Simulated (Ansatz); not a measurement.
Reactions of C$_{2}$H$_{9}$NOSn, SMILES `C[NH][SnH2][O]C`.

Program: Ansatz. Geometries: PBE0-D4/def2-TZVP. ΔE: electronic, gas phase. CBS: MP2 limit from def2 TZ/QZ plus the TZ coupled-cluster correction, frozen cores. This one scheme is used for every species. Triplets are unrestricted, without spin–orbit coupling. def2 core potentials past Kr. For Se, Sn outer-core shells are correlated without core-valence functions, which leaves a few kJ/mol of doubt a bond. Scalar relativity is left out up to krypton. One conformer a species, not always the lowest.

**Question.** Order these by ΔE at CCSD(T)/CBS, lowest first. (Best estimate.)
A. `C[NH][SnH2][O]C` + H₂O → `C[NH][SnH2][OH]` + CH₃OH
B. `C[NH][SnH2][O]C` + CH₃NH₂ → `C[NH][SnH2][NH]C` + CH₃OH
C. `C[NH][SnH2][O]C` → `C[NH][SnH3]` + `C=O`
D. `C[NH][SnH2][O]C` + H₂Se → `C[O][SnH2][SeH]` + CH₃NH₂
E. `C[NH][SnH2][O]C` + H₂O → `C[O][SnH2][OH]` + CH₃NH₂
F. `C[NH][SnH2][O]C` + H₂ → `C[NH][SnH3]` + CH₃OH
G. `C[NH][SnH2][O]C` → `[CH2]` (triplet) + `C[NH][SnH2][OH]`
H. `C[NH][SnH2][O]C` + `CN[SiH3]` → `CCN[SiH3]` + `C[NH][SnH2][OH]`

**Answer.** D (-20.6 kcal/mol), H (-16.2 kcal/mol), E (-4.4 kcal/mol), A (+0.4 kcal/mol), F (+3.4 kcal/mol), B (+6.4 kcal/mol), C (+33.3 kcal/mol), G (+90.0 kcal/mol).

Largest T1 diagnostic: 0.015, for `C=O`.
